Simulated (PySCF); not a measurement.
An unknown is described by computed data only.

Elements present: C, H, N and S. Monoisotopic mass: 137.0299 u.

| Quantity | Value |
| --- | --- |
| Triplet | lowest triplet excitation (Tamm–Dancoff): 1.74 eV [TDA PBE0/def2-SVPD] |
| NMR, other nuclei | isotropic shieldings of nuclei other than C and H, by class: -100 (1 N), -528 (1 S) ppm [GIAO CAM-B3LYP/pcSseg-1] |
| 13C NMR | chemical shifts (computed TMS as zero) by class: 263.1 (1 C), 164.1 (1 C), 155.5 (1 C), 146.9 (1 C), 141.2 (1 C), 131.0 (1 C), 38.8 (1 C) ppm [GIAO CAM-B3LYP/pcSseg-1] |
| Rotational structure | rotational constants A, B, C: 3.064, 0.957, 0.733 GHz [PBE0-D3(BJ)/def2-SVP] |
| UV, first state | lowest singlet excitation: 2.18 eV (569 nm, f = 0.000) [TDDFT PBE0/def2-SVPD] |
| Valence photoelectron | vertical ionisation energy: 8.43 eV [ΔSCF PBE0/def2-SVPD] |
| UV, strongest line | among the 10 lowest singlet transitions: S3 at 4.27 eV (290 nm, f = 0.357) [TDDFT PBE0/def2-SVPD] |
| 1H NMR | chemical shifts (computed TMS as zero) by class: 9.30 (1 H), 9.04 (1 H), 8.84 (1 H), 7.30 (1 H), 3.25 (3 H) ppm [GIAO CAM-B3LYP/pcSseg-1] |
| Dipole | 1.07 D [PBE0/def2-SVPD] |
| Polarisability | 114.0 au [PBE0/def2-SVPD] |

Electronic properties: PySCF, gas phase, density fitting. Levels stand in brackets. Isolated species at its PBE0-D3(BJ)/def2-SVP geometry (one conformer only). Each NMR value is the plain mean over a class of atoms that symmetry, rotation or inversion makes alike.

Question: Which formula fits the mass and the elements?

Answer: C7H7NS (calculated 137.0299). No other formula that holds each of these elements comes within 0.0003 u with a fitting electron parity and a possible valence count.

Question: Give a SMILES that accounts for the data.

Answer: Numbering: `[CH3:1][C:2](=[S:3])[c:4]1[cH:5][cH:6][cH:7][n:8][cH:9]1`. Its formula, C7H7NS, gives 5 degrees of unsaturation: 1 ring and 4 π bonds in the structure found (Kekulé form). 7 carbons fall into 7 classes; from least to most shielded: thiocarbonyl carbon [C2] (263.1 ppm), aromatic CH next to a ring nitrogen [C7] (164.1 ppm), aromatic CH next to a ring nitrogen [C9] (155.5 ppm), aromatic CH carbon [C5] (146.9 ppm), substituted aromatic carbon [C4] (141.2 ppm), aromatic CH carbon [C6] (131.0 ppm), methyl carbon [C1] (38.8 ppm). Hydrogen classes from least to most shielded: 1 H on an aromatic CH next to a ring nitrogen, C9 (9.30 ppm), 1 H on an aromatic CH carbon, C5 (9.04 ppm), 1 H on an aromatic CH next to a ring nitrogen, C7 (8.84 ppm), 1 H on an aromatic CH carbon, C6 (7.30 ppm), 3 H on a methyl carbon, C1 (3.25 ppm). The other shieldings belong to: -100 ppm, pyridine-type nitrogen [N8]; -528 ppm, thiocarbonyl sulfur [S3]. S1 is mainly HOMO→LUMO (weight 0.99); the largest Löwdin shares of the orbital it empties are 0.74 on the thiocarbonyl sulfur, 0.11 on the thiocarbonyl carbon and 0.05 on the methyl carbon, of the orbital it fills 0.31 on the thiocarbonyl sulfur, 0.27 on the thiocarbonyl carbon, 0.09 on an aromatic CH next to a ring nitrogen and 0.07 on an aromatic CH carbon. By its constants the optimised geometry is an asymmetric top. Structure: `CC(=S)c1cccnc1`. The assignments are read from this structure; whether some other isomer fits the data as well wasn't checked.

The values belong to the conformer `[CH3:1][C:2](=[S:3])[c:4]1[cH:5][cH:6][cH:7][n:8][cH:9]1`: C1–C2–C4–C5 -179°.
